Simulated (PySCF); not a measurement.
Static response to an electric field

C7H6N2.
Structure used (GFN2-xTB), in Å, numbered top down from 1:
```
atom  x, y, z in Å
C1    -1.598    2.461    0.124
C2    -0.742    1.627    0.004
C3     0.276    0.659   -0.143
C4     1.578    1.037   -0.507
N5     2.559    0.175   -0.655
N6     2.352   -1.095   -0.464
C7     1.157   -1.531   -0.120
C8     0.048   -0.704    0.063
C9    -1.292   -1.230    0.454
H10   -2.340    3.195    0.228
H11    1.827    2.075   -0.683
H12    1.080   -2.602    0.016
H13   -1.266   -2.311    0.566
H14   -1.610   -0.781    1.395
H15   -2.033   -0.967   -0.300
```

Level: PBE0/def2-SVPD (PySCF), static field, nuclei fixed, core orbitals frozen in the response. The polarisability tensor in these axes (au):

```
x   111.27 -18.25 -12.11
y   -18.25 112.21  -1.83
z   -12.11  -1.83  57.53
```

Problem. What are the eigenvalues, a third of the trace, and Δα (Δα² = ½Σ(αi − αj)² over the three pairs)?

Solution. Principal values 54.33, 95.97 and 130.72 au; mean 93.67 au = 13.88 Å³ = 15.44 × 10⁻⁴⁰ C²·m²/J; Δα = 66.25 au (71 % of the mean).

Problem. What is the dipole moment, and where does it point?

Solution. (-4.49, 0.55, 1.05) D, 4.65 D in size, pointing from the negative to the positive side. Measured along this direction, the outermost atoms are N5 and N6 at the negative end and H10 at the positive end.

Problem. In TDDFT the mean static polarisability is Σ f/ω² over all singlet excitations (ω in hartree). How much of it do the 6 lowest give? Their energies (eV) and oscillator strengths: 3.13, 0.0020; 3.94, 0.0008; 5.08, 0.0004; 5.23, 0.2393; 5.29, 0.0118; 5.74, 0.0002.

Solution. They add up to 6.99 au, 7.5 % of the 93.67 au; the largest single term is 6.47 au, from the state at 5.23 eV. Terms in order: 0.15, 0.04, 0.01, 6.47, 0.31, 0.00 au. Higher excitations give the rest. The strengths listed sum to 0.255.

Problem. Rayleigh depolarisation ratio (linearly polarised light, static tensor)?

Solution. ρ = 3Δα²/(45ᾱ² + 4Δα²) = 13167.3/(394854 + 17556.4) = 0.0319.

Problem. Along which axes do the principal values lie, and how far do the nuclei extend along each?

Solution. Largest value along (0.71, -0.69, -0.10), where the nuclei span 6.48 Å; middle along (0.66, 0.71, -0.24), 5.46 Å; least along (0.24, 0.11, 0.97), 1.76 Å. The response follows the extents in order.

Geometry: GFN2-xTB; no solvent, vibrations or thermal averaging.
